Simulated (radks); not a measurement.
Results of a calculation; reference values are marked as such.
Spherical quantum dot in the effective-mass picture: electrons in a hard-walled sphere of radius 2.62, with a point charge +2 (a donor) at the centre, all in effective atomic units (hartree* = m*/eps^2 hartree, bohr* = eps/m* bohr), one dielectric constant everywhere. Level of theory: non-relativistic Kohn-Sham, r2SCAN, spin-polarised, spherical densities, generalised Kohn-Sham scheme (a radial shooting solver with Libxc functionals). Levels are named by radial order and angular momentum (1s, 1p, 1d, 2s, ...), and open shells are averaged over m.

N = 11, configuration 1s2 1p6 1d(up 1, down 0) 2s2. This is the lowest configuration that the search found. Occupied and some empty levels:

level    occupation  eigenvalue (hartree*)  <r> (bohr*)
1s up             1                 4.8635        1.241
1s down           1                 4.8844        1.224
1p up             3                 5.6731        1.654
1p down           3                 5.7148        1.649
2s up             1                 6.4050        1.202
2s down           1                 6.4329        1.215
1d up             1                 6.5360        1.772
1d down           0                 6.5851        1.770
1f up             0                 7.6197        1.851
1f down           0                 7.6730        1.851
2p up             0                 8.6548        1.340
2p down           0                 8.6802        1.341
1g up             0                 8.9186        1.912
1g down           0                 8.9740        1.912

Energy (hartree*): total 29.6307, kinetic 19.934, external -20.072, Hartree 35.777, exchange-correlation -6.0082.
